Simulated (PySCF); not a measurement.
Isomers of C2H4Si. Isolated molecules, 0 K electronic values unless said otherwise. One relaxed conformer stands for each flexible species; it need not be the lowest. Strings in code marks are SMILES.

Level of theory: PBE-D3(BJ)/def2-TZVP // B3LYP-D3(BJ)/def2-TZVP (PySCF). 

```json
[
 {"species": "`[SiH2]=C=C`", "dipole moment (D)": "0.01", "LUMO (eV)": "-1.89", "HOMO–LUMO gap (eV)": "3.43"},
 {"species": "`[SiH2]1C=C1`", "dipole moment (D)": "0.52", "LUMO (eV)": "-1.34", "HOMO–LUMO gap (eV)": "4.98"},
 {"species": "`C#C[SiH3]`", "dipole moment (D)": "0.37", "LUMO (eV)": "-1.04", "HOMO–LUMO gap (eV)": "6.07"},
 {"species": "`C1C[Si]1`", "dipole moment (D)": "0.57", "LUMO (eV)": "-3.31", "HOMO–LUMO gap (eV)": "2.16"},
 {"species": "`C=C[SiH]` (C–C–Si–H torsion 179°)", "dipole moment (D)": "–", "LUMO (eV)": "-3.61", "HOMO–LUMO gap (eV)": "1.69"}
]
```
